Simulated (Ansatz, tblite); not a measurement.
Removing an electron: [Te3]- (Te₃⁻). The state is a doublet with charge -1. Geometry: r2SCAN-D4/def2-SVPD. Ansatz, gas phase; energy differences of separate SCF runs; the oxidised species is a singlet (the triplet lies 0.09 eV higher at PBE0-D4/def2-TZVPD).

```xyz
3

Te   -0.726   -1.093   -1.907
Te   -0.587   -0.368    0.682
Te    1.313    1.462    1.225
```

In the def2 sets Te takes a core potential; there is no spin–orbit coupling. The xTB rows come from tblite.

```json
{"level": "GFN2-xTB", "−HOMO (eV)": "–", "vertical IE (eV)": "4.47", "−LUMO (eV)": "–", "HOMO–LUMO gap (eV)": "–", "remarks": "–"}
{"level": "r2SCAN-D4/def2-TZVPD", "−HOMO (eV)": "0.70", "vertical IE (eV)": "2.89", "−LUMO (eV)": "-0.03", "HOMO–LUMO gap (eV)": "0.73", "remarks": "restricted singlet, untested (singlet)"}
{"level": "PBE0-D4/def2-TZVPD", "−HOMO (eV)": "1.43", "vertical IE (eV)": "3.02", "−LUMO (eV)": "-0.47", "HOMO–LUMO gap (eV)": "1.90", "remarks": "restricted singlet, untested (singlet)"}
```

Estimate the rows for GFN1-xTB, PBE-D4/def2-TZVPD.


```
            level  −HOMO (eV)  vertical IE (eV)  −LUMO (eV)  HOMO–LUMO gap (eV)                                 remarks
         GFN1-xTB           –              6.08           –                   –                                       –
PBE-D4/def2-TZVPD        0.45              2.70       -0.02                0.48  restricted singlet, untested (singlet)
```

  HOMO and LUMO are the levels of the spin that leaves or enters (xTB has no such levels and no spin-polarisation term). Other spin states of the ions may lie lower, which would lower the ionisation energy or raise the affinity. Raw xTB energy differences between charge states are shifted by several eV; the methods need an empirical correction for them.
